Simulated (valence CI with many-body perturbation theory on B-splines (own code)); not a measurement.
The numbers below are computed, except where a source is named.
# Ladder of approximations for Zr XXXVI

Level of theory: configuration interaction combined with many-body perturbation theory (CI+MBPT): three valence electrons over a frozen Dirac-Fock core [He], a basis of 11 s, 11 p, 9 d, 7 f, 5 g, 2 h, 1 i functions for each j, with the one-electron correlation potential Σ1 (screened to all orders), the two-electron term Σ2, the three-electron term Σ3, Breit, model QED; selected single and double excitations, second order for the rest (own B-spline code, finite nucleus).

No measured spectrum was set against this ion. As an estimate, large intervals hold to a few tenths of a per cent, small ones and those within an open d or f shell to about a per cent.

Each rung adds one term. CI alone is the Dirac-Coulomb CI over the frozen core; QED comes last and gives the full result, which names the levels. Energies are above (2s^2 2p1/2) J=1/2 on the same rung, in eV.

Levels are named by their leading jj configuration (3d3/2^4 stands for four electrons in 3d with j = 3/2), which in mixed levels can hold well under half, so a name can repeat and another be missing. Letters in brackets count levels of one name in rising energy.

```
                     Level  CI alone     Σ1     Σ2     Σ3  Breit    QED    Full
        (2s^2 2p3/2) J=3/2      98.6  +0.05   0.00   0.00  -2.15  +0.17    96.6
        (2s 2p1/2^2) J=1/2     102.9  -0.21  -0.04   0.00  +2.18  -2.07   102.7
(2s 2p1/2 2p3/2) J=3/2 [a]     172.9  -0.16  -0.03  +0.01  +0.25  -1.89   171.1
    (2s 2p1/2 2p3/2) J=5/2     195.9  -0.16  -0.05   0.00  -1.35  -1.88   192.4
(2s 2p1/2 2p3/2) J=3/2 [b]     232.3  -0.16  -0.15  -0.04  -0.55  -1.90   229.5
    (2s 2p1/2 2p3/2) J=1/2     237.8  -0.17  -0.27  -0.05  +0.62  -1.93   236.0
        (2s 2p3/2^2) J=5/2     291.5  -0.12  -0.06  -0.01  -2.49  -1.70   287.2
        (2s 2p3/2^2) J=1/2     341.4  -0.12  -0.09  -0.05  -1.08  -1.71   338.3
        (2s 2p3/2^2) J=3/2     344.0  -0.12  -0.29  -0.05  -2.20  -1.72   339.6
     (2p1/2^2 2p3/2) J=3/2     349.9  -0.37  -0.34  -0.05  +2.00  -3.97   347.1
     (2p1/2 2p3/2^2) J=3/2     429.0  -0.33  -0.33  -0.04  +0.28  -3.83   424.8
     (2p1/2 2p3/2^2) J=5/2     445.0  -0.33  -0.30  -0.04  -1.28  -3.83   439.2
     (2p1/2 2p3/2^2) J=1/2     470.6  -0.33  -0.27  -0.05  +0.72  -3.79   466.9
           (2p3/2^3) J=3/2     552.6  -0.28  -0.28  -0.04  -1.87  -3.61   546.6
           (2s^2 3s) J=1/2    2658.2  +0.33  -0.05  -0.04  -3.61  +0.65  2655.4
        (2s^2 3p1/2) J=1/2    2696.4  +0.28  -0.06  -0.04  -2.93   0.00  2693.6
        (2s^2 3p3/2) J=3/2    2723.7  +0.28  -0.06  -0.04  -3.51  -0.02  2720.4
   (2s 2p1/2 3s) J=1/2 [a]    2733.1  +0.12  -0.04  -0.04  -1.43  -1.39  2730.3
       (2s 2p1/2 3s) J=3/2    2747.5  +0.14  -0.08  -0.04  -2.23  -1.29  2744.0
        (2s^2 3d3/2) J=3/2    2757.8  +0.33  -0.07  -0.04  -4.09  +0.03  2753.9
   (2s 2p1/2 3s) J=1/2 [b]    2758.6  +0.12  -0.06  -0.04  -1.80  -1.40  2755.4
        (2s^2 3d5/2) J=5/2    2766.4  +0.34  -0.07  -0.04  -4.20  +0.08  2762.5
(2s 2p1/2 3p1/2) J=1/2 [a]    2765.7  +0.08  -0.05  -0.04  -0.74  -2.02  2763.0
    (2s 2p1/2 3p1/2) J=3/2    2778.6  +0.08  -0.08  -0.04  -1.52  -1.98  2775.1
(2s 2p1/2 3p1/2) J=1/2 [b]    2795.5  +0.08  -0.10  -0.04  -1.09  -2.00  2792.3
(2s 2p1/2 3p3/2) J=3/2 [a]    2801.1  +0.09  -0.06  -0.04  -1.39  -1.96  2797.8
    (2s 2p1/2 3p3/2) J=1/2    2811.7  +0.08  -0.09  -0.04  -1.85  -2.03  2807.8
    (2s 2p1/2 3p3/2) J=5/2    2813.6  +0.09  -0.08  -0.04  -2.20  -1.94  2809.4
(2s 2p1/2 3p3/2) J=3/2 [b]    2817.3  +0.09  -0.10  -0.04  -2.02  -1.96  2813.3
(2s 2p1/2 3d3/2) J=3/2 [a]    2824.4  +0.13  -0.04  -0.04  -1.58  -2.00  2820.8
       (2s 2p3/2 3s) J=5/2    2830.1  +0.16  -0.03  -0.04  -4.11  -1.27  2824.8
```

The middle columns are the shifts that each term adds.

Task: How does the ionisation energy move along the ladder, and which term matters most?

Result: CI alone 4749.4, + Σ1 4749.8, + Σ2 4749.7, + Σ3 4749.7, + Breit 4745.4, + QED 4745.5 eV. The largest step is Breit, -4.2 eV. NIST lists 4744 ± 3 eV (semi-empirical).
